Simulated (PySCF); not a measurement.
# Ionisation energy of K⁺ by level of theory

K⁺ [Ar] → K²⁺ [Ne] 3s2 3p5 [3p1/2^2 3p3/2^3, M_J = 3/2], as a difference of total energies. Computed with PySCF 2.14 in an uncontracted even-tempered set (19 s from 0.026 bohr⁻², ratio 2.8; 14 p from 0.034 bohr⁻², ratio 2.8; 5 d from 1.2 bohr⁻², ratio 3), with the two-component X2C-1e Hamiltonian. Correlated levels: 1s2 frozen; the 48 highest virtual spinors dropped. "Screened" scales the spin-orbit matrix elements by Boettger's factors to mimic the two-electron term; Breit and QED terms are absent.

| method | ionisation energy (eV) | error (eV) |
| --- | --- | --- |
| GHF (spin-free) | 30.591 | -1.034 |
| GMP2 (spin-free) | 31.167 | -0.458 |
| GHF (screened spin-orbit) | 30.496 | -1.129 |
| GMP2 (screened spin-orbit) | 31.071 | -0.554 |

Reference: 31.625 eV (measured; NIST Atomic Spectra Database, ionization energies).
